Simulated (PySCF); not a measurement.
Vertical excitations of a molecule C₃H₆OSi from TDA-ωB97X/def2-SVPD (PySCF), as energy in eV (oscillator strength): 3.30 (0.002), 6.12 (0.071), 6.62 (0.004), 6.77 (0.014), 7.59 (0.000), 7.73 (0.041), 7.91 (0.049), 8.15 (0.163), 8.28 (0.013), 8.35 (0.084). Lowest triplet (TDA): 2.65 eV. Geometry optimised at ωB97X-D3(BJ)/def2-SVP. The values are those of a single conformer.

Task: Pick the molecule that these values belong to.
(A) O=C1CC[SiH2]1
(B) [SiH3]C1=CCO1
(C) C#C[Si@@H](C)O
(D) O[Si@@H]1C=CC1

Result: A, O=C1CC[SiH2]1
